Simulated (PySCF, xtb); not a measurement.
Au(Me)2(acac) (C7H13AuO2), SMILES CC1=CC(C)=[O]->[Au]([CH3])([CH3])[O]1, multiplicity 1.

xtb with GFN2-xTB at its own geometry gives an orbital gap of 3.28 eV and a dipole moment of 2.80 D.

Coordinates come from a B3LYP-D3(BJ)/def2-SVP optimisation. The spin state was assumed, not searched. The isomer is the one that the SMILES or the coordinates give; other isomers of the formula were not compared. The def2 effective core potentials stand for the cores of Au; spin–orbit coupling is left out. The values are those of a single conformer.

### Question
What does PBE/def2-SVP in PySCF give? (An estimate is asked for; the answer gives what the named calculation found.)

### Answer
gap 3.50 eV (levels -5.49 and -1.99 eV), dipole 1.43 D.
